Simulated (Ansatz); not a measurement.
Input for Ansatz (a first-principles code): R-CAM-B3LYP/def2-TZVPP on H2 (SMILES [H][H]).

Ansatz 0.2 input:
```yaml
crystal:
  periodic: [false, false, false]
  atoms:
    - {symbol: H, position_ang: [0.00000000, 0.00000000, 0.37198582]}
    - {symbol: H, position_ang: [-0.00000000, -0.00000000, -0.37198582]}
basis:
  gaussian:
    orbitals: def2-TZVPP
hamiltonian:
  xc: {name: CAM-B3LYP}
scf: {lower_state_search: off}
```

**Question.** Give the final energy of this run.

**Answer.** -1.1716 hartree.
